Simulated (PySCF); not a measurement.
## Ionisation energy of Au by level of theory

Au [Xe] 4f14 5d10 6s1 [6s1/2^1, M_J = 1/2] → Au⁺ [Xe] 4f14 5d10, as a difference of total energies. Calculation: PySCF 2.14, in x2c-TZVPall-2c with one added diffuse shell each of s, p, d type (12s12p11d2f, 117 functions); the two-component X2C-1e Hamiltonian. Correlated levels: [Kr] 4d10 4f14 frozen; the 34 highest virtual spinors dropped. "Screened" scales the spin-orbit matrix elements by Boettger's factors to mimic the two-electron term; Breit and QED terms are absent.

```tsv
method	ionisation energy (eV)	error (eV)
GHF (spin-free)	7.708	-1.518
GMP2 (spin-free)	9.097	-0.129
GHF (screened spin-orbit)	7.735	-1.491
GMP2 (screened spin-orbit)	9.127	-0.099
```

Reference: 9.226 eV (measured; NIST Atomic Spectra Database, ionization energies).

Errors of the correlated levels include the incompleteness of this basis and the frozen core.
